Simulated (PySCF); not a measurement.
## From computed data to an observable: entropy of an ideal gas

3-bromobuta-1,2-diene (C₄H₅Br), SMILES C=C=C(C)Br.

Geometry: PBE-D3(BJ)/def2-SVP.

PySCF with PBE-D3(BJ)/def2-SVP gives the harmonic wavenumbers 144, 182, 230, 273, 420, 430, 576, 591, 841, 894, 957, 1003, 1044, 1248, 1333, 1388, 1392, 1426, 2025, 2969, 3043, 3053, 3081, 3127 cm⁻¹ and the rotational temperatures 0.2471, 0.0932, 0.0690 K. The molar mass is 132.99 g/mol, the symmetry number 1, the spin multiplicity 1.

Q: Work out the entropy at 298.15 K and 1 atm in the rigid-rotor, harmonic-oscillator model.

A: 
Translation (Sackur–Tetrode at 1 atm): S = R[1.5 ln M + 2.5 ln T − 1.16487] = 169.7 J/(mol K).
Rotation: q = (√π/σ) T^1.5/√(θA θB θC) = 229000, S = R[ln q + 3/2] = 115.1 J/(mol K).
Vibration: with u = 1.4388 ν/T, each mode gives R[u/(e^u − 1) − ln(1 − e^−u)]:
```tsv
ν (cm⁻¹)	modes	u	S (J/(mol K))
144	1	0.69	11.51
182	1	0.88	9.66
230	1	1.11	7.86
273	1	1.32	6.60
420	1	2.03	3.73
430	1	2.08	3.59
576	1	2.78	2.06
591	1	2.85	1.95
841	1	4.06	0.74
894	1	4.31	0.60
957	1	4.62	0.47
1003	1	4.84	0.39
1044	1	5.04	0.33
1248	1	6.02	0.14
1333	1	6.43	0.10
1388	1	6.70	0.08
1392	1	6.72	0.08
1426	1	6.88	0.07
2025	1	9.77	0.01
```
The stiffer modes add less than 0.005 each. Sum 49.9 J/(mol K).
Spin: R ln 1 = 0.0 J/(mol K).
Total 334.8 J/(mol K); the program's own thermochemistry gives 334.8. Translation makes up 51 % and vibration 15 %. Anharmonicity, hindered rotation and orbital degeneracy are left out.
